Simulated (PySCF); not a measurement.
Input of a run (PBE0-D3(BJ)/def2-SVP geometry optimisation, gas phase (PySCF 2.14.0)), started from GFN2-xTB:
```
{"job": {"xc": "PBE0", "basis": "def2-SVP", "d3": "d3bj", "grid": 1, "kind": "geom"}, "charge": 0, "multiplicity": 1}
O     -3.112376     0.374166     0.924290
C     -2.385491     0.111537    -0.002324
O     -2.869707    -0.165336    -1.225860
C     -0.912945     0.060313     0.072373
C     -0.131456    -0.264041    -1.034760
C      1.243199    -0.300527    -0.928550
C      1.851710    -0.011731     0.288980
S      3.602294    -0.041358     0.479005
C      1.076126     0.310623     1.400534
C     -0.295841     0.345896     1.290876
H     -3.837819    -0.112561    -1.209315
H     -0.607709    -0.486175    -1.976499
H      1.844679    -0.553385    -1.790140
H      3.881334    -0.383490    -0.778639
H      1.560954     0.530638     2.339281
H     -0.914549     0.594374     2.139337
```

Output (energies in Eh, forces in Eh/bohr):
```
step   0  E = -817.99417831  max force = 0.012426
step   1  E = -817.99514379  max force = 0.002677
step   2  E = -817.99544142  max force = 0.004018
step   3  E = -817.99545512  max force = 0.004180
step   4  E = -817.99561193  max force = 0.003363
step   5  E = -817.99564967  max force = 0.000964
step   6  E = -817.99566506  max force = 0.000898
step   7  E = -817.99567167  max force = 0.000593
step   8  E = -817.99567269  max force = 0.000548
step   9  E = -817.99567546  max force = 0.000107
optimisation converged
```

Q: Summarise the run.

A: The energy falls by 0.041 eV over 10 energy and gradient evaluations, the largest force component goes from 0.0124 to 1.1e-04 Eh/bohr, and the atoms move by 0.027 Å rms after alignment. The bond that changes most is S8–H14 (thiol sulfur to S–H hydrogen), which lengthens by 0.016 Å. Bonds longer at the end by more than 0.005 Å: 11 of 16; shorter: 0. Among the angles that change most is C2–O3–H11, from 109.4° to 106.0°. The energy never rose by more than 1e-6 Eh on the way. The first step brought 64 % of the lowering.

Q: What are the final bond lengths?

A: O1=C2 1.206 Å, C2–O3 1.342 Å, C2–C4 1.481 Å, C4–C5 1.399 Å, C5–C6 1.389 Å, C6–C7 1.402 Å, C7–S8 1.759 Å, C7–C9 1.404 Å, C9–C10 1.386 Å, C4–C10 1.399 Å, O3–H11 0.969 Å, C5–H12 1.091 Å, C6–H13 1.093 Å, S8–H14 1.349 Å, C9–H15 1.093 Å, C10–H16 1.092 Å. Numbering counts from 1 in the input's order; the species is `c1cc(S)ccc1C(O)=O` (4-mercaptobenzoic acid).

The run used 174 basis functions and 72 SCF cycles in all.

No frequency check. One conformer, not necessarily the lowest.

Conformer computed: `[O:1]=[C:2]([OH:3])[c:4]1[cH:5][cH:6][c:7]([SH:8])[cH:9][cH:10]1`: O1–C2–C4–C5 180°, H–O3–C2–O1 0°, H–S8–C7–C6 0°.
